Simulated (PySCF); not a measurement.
## Dipole response of S (sulfur, neutral)

[Ne] 3s2 3p4, high-spin 3P determinant. All numbers are calculated (PySCF 2.14, no relativity, point nucleus, in def2-TZVPPD (6s6p4d1f, 51 functions)). Coupled (time-dependent) response in atomic units; α is the mean over directions.

```json
{"method": "UHF", "mean α (bohr³)": "19.09", "α xx, yy, zz": "17.89, 21.49, 17.89", "C₆ (like pair)": "129.8", "S(−4)": "100.8"}
{"method": "PBE", "mean α (bohr³)": "20.83", "α xx, yy, zz": "19.30, 23.89, 19.30", "C₆ (like pair)": "143.9", "S(−4)": "131.9"}
{"method": "PBE0", "mean α (bohr³)": "19.98", "α xx, yy, zz": "18.61, 22.73, 18.61", "C₆ (like pair)": "136.8", "S(−4)": "116.6"}
{"method": "wB97X-V", "mean α (bohr³)": "19.82", "α xx, yy, zz": "18.53, 22.40, 18.53", "C₆ (like pair)": "135.6", "S(−4)": "113.2"}
{"method": "LC-wPBE", "mean α (bohr³)": "19.26", "α xx, yy, zz": "18.07, 21.63, 18.07", "C₆ (like pair)": "130.6", "S(−4)": "104.4"}
```

S(−4) is the Cauchy moment in α(ω) = α(0) + S(−4) ω² + …

Reference α: 19.4 ± 0.1 bohr³ (recommended; Schwerdtfeger and Nagle, table of static dipole polarizabilities (2023 update)). Published C₆: 134.0 (Chu and Dalgarno (2004); Tang, Norbeck and Certain (1976)).

α(iu) at UHF:

```tsv
u (hartree)	α(iu) (bohr³)
0	19.09
0.0500	18.84
0.100	18.14
0.200	15.89
0.300	13.31
0.500	9.009
0.750	5.706
1.00	3.847
1.50	2.051
2.00	1.270
3.00	0.6369
5.00	0.2720
```

A single London oscillator, α(iu) = α/(1 + u²/ω²), gives C₆ = (3/4) ω α². Matching the computed C₆ needs ω = 4 × 129.8 / (3 × 19.09²) = 0.475 hartree.

The components differ because the open shell of this determinant is not spherical; for a pure term their mean is the scalar polarisability.
